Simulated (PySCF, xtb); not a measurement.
C₄H₄F₂, SMILES FC1=CC[C@H]1F.

GFN2-xTB (xtb) at its own geometry gives an orbital gap of 4.99 eV and a dipole moment of 3.10 D.

Coordinates come from a PBE-D3(BJ)/def2-SVP optimisation. The structure was generated by enumeration; whether it is a known compound was not checked.

What does PySCF with PBE/def2-TZVP give? (Estimate from the structure and the level; the computed values follow.)

gap 5.16 eV (levels -6.39 and -1.24 eV), dipole 2.14 D.
